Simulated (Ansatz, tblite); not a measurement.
Cost and result up the ladder for SeF4 (5 atoms). Charge 0, multiplicity 1. Geometry: r2SCAN-D4/def2-SVP.

```xyz
5

Se   -0.0967    0.3881   -0.3163
F    -0.8161   -0.8675   -1.3697
F     0.6858    1.3910    0.9431
F     1.2845   -0.6384   -0.2107
F    -1.0575   -0.2731    0.9535
```

Ansatz on 4 threads of Arm Neoverse V2 on a shared host; xTB runs through tblite on one thread. Times are rough, summed over both states, and most runs start from the orbitals of an earlier one. PBE0-D4/def2-TZVP serves as the yardstick here, not as an exact answer. The other state is a doublet.

The xTB rows come from tblite.

Raw xTB energies of ions are shifted by several eV.

```
                          level  functions  vertical IE (eV)  difference from PBE0-D4/def2-TZVP (eV)
            r2SCAN-D4/def2-TZVP        172             12.70                                   -0.20
               PBE-D4/def2-TZVP        172             12.52                                   -0.39
                       GFN2-xTB         25             17.44                                    4.53
PBE0-D4/def2-TZVP (with forces)        172             12.90                                    0.00
                       GFN1-xTB         25             19.60                                    6.70
```

Question: Estimate how long each takes.

Answer: GFN2-xTB 0.004 s; GFN1-xTB 0.005 s; PBE-D4/def2-TZVP 2.6 s; PBE0-D4/def2-TZVP (with forces) 4.3 s; r2SCAN-D4/def2-TZVP 5.5 s. On shared hardware such times vary by a factor of up to 3.
